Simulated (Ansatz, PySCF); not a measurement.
HBr, charge +1, doublet, at a GFN2-xTB geometry (a state made from the parent by changing its charge; the spin is typed, not shown lowest), with bond 2-1 at 1.4 times its length. Base run: CASSCF(5,4)/def2-SVP (PySCF).

Input for PySCF:
```python
from pyscf import gto, scf, mcscf
import numpy

mol = gto.M(
    atom='''
Br   -0.000000   -0.000000   -0.040277
H     0.000000    0.000000    1.989674
''',
    basis='def2-svp',
    charge=1,
    spin=1,
    verbose=4,
)

mf = scf.ROHF(mol)
mf.kernel()
mc = mcscf.CASSCF(mf, 4, 5)
mc.fix_spin_(ss=0.75)
mc.kernel()
occ = numpy.linalg.eigvalsh(mc.fcisolver.make_rdm1(mc.ci, mc.ncas, mc.nelecas))[::-1]
ss = mc.fcisolver.spin_square(mc.ci, mc.ncas, mc.nelecas)[0]
print('natural occupations', occ.round(4), ' <S^2>', round(ss, 4))
```

Programs used: Ansatz (a program for electronic structure), PySCF; a row that names a program was run with it.

Each row names what was changed in the base input (with any setting that the change needs).

```tsv
change	ΔE vs base (mEh)	natural occupations	<S^2> of the state
base	0.000	2.00 1.88 1.00 0.12	0.75
code = ansatz	-0.631	-	-
active space = 9 electrons, 8 orbitals	-25.668	2.00 1.99 1.99 1.88 1.00 0.12 0.01 0.01	0.75
active space = 7 electrons, 6 orbitals	-13.118	2.00 1.99 1.88 1.00 0.12 0.01	0.75
code = ansatz; correction = SC-NEVPT2, all electrons	-234.7	-	-
orbitals = fixed (CASCI)	10.589	2.00 1.92 1.00 0.08	0.75
fix_spin_ = off	0.000	2.00 1.88 1.00 0.12	0.75
active space = 5 electrons, 5 orbitals	-6.708	1.99 1.88 1.00 0.12 0.01	0.75
correction = SC-NEVPT2	-231.1	2.00 1.88 1.00 0.12	0.75
state_average = 2 states	0.300	-	-
active space = 5 electrons, 6 orbitals	-8.578	1.99 1.88 1.00 0.11 0.01 0.00	0.75
```

Active orbitals are taken around the Fermi level unless the row says otherwise; CASSCF can end in different local minima, and two programs can end on different orbitals. State-averaged rows give the lowest state.

Open shells are given as the SCF converged; they aren't shown to be the lowest states, and a large step between rows can be another state.
